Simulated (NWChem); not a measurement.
# Volume series of MgS (rocksalt structure): conduction valleys

Everything below was run with NWChem. Level: LDA (Vosko), Troullier-Martins pseudopotentials (valence charges S 6, Mg 2), cutoff 25 Ha, shifted 4×4×4 mesh, two-atom cell, no spin-orbit coupling. Each row gives the lowest empty level at Γ, at L and on the outer part of the line to X, counted from the valence top at Γ within the same run; other points weren't sampled.

```tsv
ln(V/V₀)	a (Å)	Γ (eV)	L (eV)	X line (eV)
-0.062	5.002	4.35	4.49	2.77
-0.041	5.037	4.17	4.46	2.73
-0.020	5.072	3.99	4.44	2.69
0.000	5.106	?	?	?
0.020	5.140	3.67	4.38	2.61
0.039	5.173	3.52	4.36	2.57
0.058	5.206	3.37	4.33	2.53
```

**Question.** Fit a line in ln V to each valley, give the slopes, and predict the withheld row.

**Answer.** Slopes dE/d(ln V): Γ -8.1 eV, L -1.3 eV, X line -2.0 eV (largest miss of a line 0.01 eV). The lowest valley is X line in every row. Predicted against computed: Γ 3.84 against 3.83, L 4.41 against 4.41, X line 2.65 against 2.65 eV.
